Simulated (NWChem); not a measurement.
Molecule: TeF₃, doublet; SMILES F[Te](F)F

Results from NWChem. Spin-unrestricted. The spin multiplicity was typed, not searched, and may not be the lowest. def2 effective core potentials on Te; no spin-orbit coupling. Each level has its own optimisation; frequencies are unscaled.

For level PBE0/def2-SVP:

```yaml
highest harmonic frequency (cm⁻¹): 674
lowest (cm⁻¹): 30
```

Problem. Estimate the same quantities for level BLYP/def2-SVP.

Solution. The highest harmonic frequency (cm⁻¹) is 610 and the lowest (cm⁻¹) comes out as 56.
